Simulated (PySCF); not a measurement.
## Dipole response of Ir⁺ (iridium, charge +1)

[Xe] 4f14 5d6 6s2, high-spin 5D determinant (an excited configuration). All numbers are calculated (PySCF 2.14, scalar relativity through the core potential, in aug-cc-pVTZ-PP with ECP60MDF). Coupled (time-dependent) response in atomic units; α is the mean over directions.

```tsv
method	mean α (bohr³)	α xx, yy, zz	C₆ (like pair)	S(−4)
UHF	36.08	35.71, 35.71, 36.82	329.0	512.8
PBE	29.63	29.59, 29.59, 29.71	265.9	283.6
PBE0	30.78	30.68, 30.68, 30.99	276.9	316.2
```

S(−4) is the Cauchy moment in α(ω) = α(0) + S(−4) ω² + …

Spin-orbit coupling is absent.

α(iu) at PBE:

| u (hartree) | α(iu) (bohr³) |
| --- | --- |
| 0 | 29.63 |
| 0.0500 | 28.95 |
| 0.100 | 27.13 |
| 0.200 | 22.15 |
| 0.300 | 17.58 |
| 0.500 | 11.62 |
| 0.750 | 7.785 |
| 1.00 | 5.692 |
| 1.50 | 3.508 |
| 2.00 | 2.399 |
| 3.00 | 1.323 |
| 5.00 | 0.5667 |

A single London oscillator, α(iu) = α/(1 + u²/ω²), gives C₆ = (3/4) ω α². Matching the computed C₆ needs ω = 4 × 265.9 / (3 × 29.63²) = 0.404 hartree.

For an ion, C₆ is the dispersion term alone; charge-induced terms of lower order in 1/R come first.

The components differ because the open shell of this determinant is not spherical; for a pure term their mean is the scalar polarisability.

Energies and moments cover only the electrons outside the core potential. Spin-orbit coupling, absent here, splits the open shell strongly.
